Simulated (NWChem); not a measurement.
# C2H4O3Si; SMILES O1C(O[SiH]1C)=O

```xyz
10

C     -0.7353    -2.2494     0.0000
Si     0.4692    -0.8377     0.0000
O      0.1388     0.4412    -1.0893
C     -0.0707     1.2746     0.0000
O     -0.3616     2.4268     0.0000
O      0.1388     0.4412     1.0893
H     -0.5909    -2.8803    -0.8853
H     -1.7668    -1.8826     0.0000
H     -0.5909    -2.8803     0.8853
H      1.8872    -1.2555     0.0000
```
Atoms are numbered in this order, from 1.

Computed with NWChem. Medium grid unless said otherwise, to which SCAN and Minnesota functionals are sensitive. All runs use the structure optimised with B3LYP/6-31G* (spherical d). Hybrids' shares of exact exchange are those that their runs print; pure functionals count as 0. The functionals differ in more than this share.

```
row                    share of exact exchange  orbital gap (eV)
---------------------  -----------------------  ----------------
PBE/def2-SVP                              0.00              5.86
BLYP/def2-SVP                             0.00              5.86
TPSSh/def2-SVP                            0.10              7.17
B3LYP/def2-SVP                            0.20              7.95
M06-2X/def2-SVP                           0.54             11.05
Hartree-Fock/def2-SVP                     1.00          withheld
```

Task: Fit a straight line of the last column on the one before it, predict the withheld value, and compare with the run.

Result: 
1. Means of the 5 shown rows: x = 0.168, y = 7.578. Slope Σ(x − x̄)(y − ȳ)/Σ(x − x̄)² = 1.908/0.2005 = 9.520; intercept 5.979.
2. The shown rows scatter about the line by 0.138 (root mean square); the largest residual is +0.24, at TPSSh/def2-SVP.
3. At x = 1.00 (Hartree-Fock/def2-SVP; beyond the shown range) the line gives 15.50.
4. The run gives 16.11, +0.61 from the line, 4.4 times the scatter.
